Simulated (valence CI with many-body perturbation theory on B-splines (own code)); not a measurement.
# Cs32+: magnetic and hyperfine properties of the levels

Calculated by valence CI with perturbative core correlation (CI+MBPT): five valence electrons over a frozen Dirac-Fock core [Ar], radial functions for each j: 7 s, 7 p, 8 d, 6 f, 4 g, 1 h, with the one-electron correlation potential Σ1 (screened to all orders), the two-electron term Σ2, the three-electron term Σ3, Breit, model QED; selected single and double excitations, second order for the rest, scaled by the run's own slope (own B-spline code, finite nucleus).

No measured spectrum was set against this ion. As an estimate, large intervals hold to a few tenths of a per cent, small ones and those within an open d or f shell to about a per cent. Only levels of the ground parity were solved; by the run's estimate the other parity begins above the list, which can be wrong where configurations are misplaced.

A/g_I is the dipole constant over the nuclear g factor μ/I (μ in nuclear magnetons, uniformly magnetised nucleus), B/Q the quadrupole constant per barn. Both hold the static response of the core; the bare values leave it out. Large factors of s and p1/2 electrons are usually good to 5 to 10 %; those of open d and f shells near neutrality can be off by tens of per cent, and small factors of p3/2, d and f electrons come from cancelling terms and can be off by a factor of two or in sign, in half-filled shells by more. B is blank for J = 1/2, where it vanishes, and for nearly pure S terms. Energies count from the lowest level.

Levels are named by their leading jj configuration (3d3/2^4 stands for four electrons in 3d with j = 3/2), which in mixed levels can hold well under half, so a name can repeat and another be missing. Letters in brackets count levels of one name in rising energy.

| Level | E (cm⁻¹) | g | A/g_I (MHz) | A/g_I bare | B/Q (MHz/b) | B/Q bare |
| --- | --- | --- | --- | --- | --- | --- |
| (3d3/2^4 3d5/2) J=5/2 | 0 | 1.685 | 5250 | 6140 | 8760 | 8900 |
| (3d3/2^3 3d5/2^2) J=5/2 [a] | 96971 | 1.176 | 10500 | 10800 | 16000 | 16200 |
| (3d3/2^3 3d5/2^2) J=7/2 [a] | 158060 | 1.133 | 14900 | 15100 | 20600 | 21000 |
| (3d3/2^3 3d5/2^2) J=3/2 [a] | 163290 | 1.286 | 16300 | 16700 | 18000 | 18400 |
| (3d3/2^3 3d5/2^2) J=11/2 | 166710 | 1.157 | 17600 | 17900 | 199 | 180 |
| (3d3/2^3 3d5/2^2) J=9/2 | 185020 | 1.154 | 16000 | 16300 | 19700 | 20100 |
| (3d3/2^3 3d5/2^2) J=5/2 [b] | 189690 | 1.128 | 15100 | 15300 | 5530 | 5640 |
| (3d3/2^3 3d5/2^2) J=1/2 | 199440 | 1.879 | -7570 | -6400 |  |  |
| (3d3/2^3 3d5/2^2) J=7/2 [b] | 230230 | 1.151 | 17600 | 17800 | -13100 | -13400 |
| (3d3/2^2 3d5/2^3) J=5/2 [a] | 246010 | 1.212 | 11500 | 11800 | 223 | 230 |
| (3d3/2^2 3d5/2^3) J=7/2 [a] | 272050 | 1.195 | 13800 | 14100 | -8980 | -9150 |
| (3d3/2^3 3d5/2^2) J=3/2 [b] | 277110 | 0.829 | 30200 | 30000 | -17200 | -17500 |
| (3d3/2^2 3d5/2^3) J=11/2 | 277350 | 1.052 | 18300 | 18500 | 1240 | 1270 |
| (3d3/2^2 3d5/2^3) J=9/2 [a] | 291920 | 1.144 | 15600 | 15900 | -3720 | -3800 |
| (3d3/2^2 3d5/2^3) J=1/2 [a] | 295230 | 0.633 | 39900 | 39500 |  |  |
| (3d3/2^2 3d5/2^3) J=13/2 | 304210 | 1.072 | 19200 | 19300 | -48.1 | -44.1 |
| (3d3/2^2 3d5/2^3) J=3/2 [a] | 304810 | 1.174 | 15400 | 15600 | 2680 | 2720 |
| (3d3/2^2 3d5/2^3) J=5/2 [b] | 319950 | 1.015 | 19800 | 19900 | -4280 | -4350 |
| (3d3/2^2 3d5/2^3) J=9/2 [b] | 348180 | 1.101 | 17600 | 17800 | 1680 | 1710 |
| (3d3/2^2 3d5/2^3) J=7/2 [b] | 361240 | 0.989 | 23100 | 23100 | -815 | -837 |
| (3d3/2^2 3d5/2^3) J=5/2 [c] | 366610 | 1.036 | 19800 | 19900 | 4690 | 4760 |
| (3d3/2^2 3d5/2^3) J=3/2 [b] | 386620 | 0.773 | 29400 | 29200 | 1830 | 1880 |
| (3d3/2^2 3d5/2^3) J=7/2 [c] | 398590 | 1.061 | 20700 | 20800 | 5430 | 5530 |
| (3d3/2 3d5/2^4) J=5/2 [a] | 403350 | 1.190 | 9780 | 10100 | -13000 | -13200 |
| (3d3/2^2 3d5/2^3) J=1/2 [b] | 405870 | 1.878 | -6070 | -4920 |  |  |
| (3d3/2^2 3d5/2^3) J=9/2 [c] | 436110 | 1.103 | 17400 | 17600 | 15000 | 15300 |
| (3d3/2 3d5/2^4) J=7/2 [a] | 445420 | 1.191 | 13700 | 14000 | -31300 | -31900 |
| (3d3/2 3d5/2^4) J=11/2 | 456200 | 1.062 | 18700 | 18900 | -1500 | -1500 |
| (3d3/2 3d5/2^4) J=3/2 [a] | 473120 | 0.868 | 20600 | 20500 | -19800 | -20100 |
| (3d3/2 3d5/2^4) J=5/2 [b] | 499240 | 1.115 | 16500 | 16700 | 17100 | 17400 |
| (3d3/2 3d5/2^4) J=9/2 | 513760 | 1.107 | 16800 | 17000 | -32600 | -33200 |
| (3d3/2^2 3d5/2^3) J=5/2 [d] | 533320 | 1.105 | 14900 | 15100 | -7800 | -7930 |
| (3d3/2^2 3d5/2^3) J=3/2 [c] | 542580 | 1.208 | 15800 | 16100 | -15000 | -15300 |
| (3d3/2 3d5/2^4) J=7/2 [b] | 546030 | 0.957 | 21700 | 21700 | 28100 | 28600 |
| (3d3/2 3d5/2^4) J=1/2 | 611000 | 0.924 | -152 | -126 |  |  |
| (3d5/2^5) J=5/2 | 660500 | 1.172 | 13400 | 13700 | -27200 | -27700 |
| (3d3/2 3d5/2^4) J=3/2 [b] | 678390 | 0.890 | 29700 | 29600 | 29400 | 30000 |

Question: Take the isotope of mass number 134, with I = 4, μ = 2.9893 μN and Q = 0.37 b. What is the hyperfine structure of (3d3/2^3 3d5/2^2) J=1/2?

Answer: From the table A = -5660 MHz. Shifts from the centre of gravity in MHz: F = 7/2: 14200, F = 9/2: -11300.
